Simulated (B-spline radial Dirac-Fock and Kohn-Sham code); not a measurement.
**Ca 1s: cross section and angular parameters**

System: the Ca atom, [Ar] 4s2; threshold 4038.5 eV (tabulated edge). The computed values come from an atomic code on a B-spline grid: Dirac-Hartree-Slater photoionisation with a Latter tail; cross sections with all multipoles, angular parameters from the dipole term and its interference with E2.

```csv
hν (eV),σ (kb),β,γ
4550,46.2,2.000,0.167
5090,34.6,2.000,0.441
5414.7,?,?,?
7990,10.4,2.000,1.240
8320,9.34,2.000,1.306
9251.7,6.97,2.000,1.478
```

Task: Give the values at Cr Kα (5414.7 eV).

Result: σ = 29.4 kb, β = 2.000, γ = 0.568. For an s subshell δ is negligible.
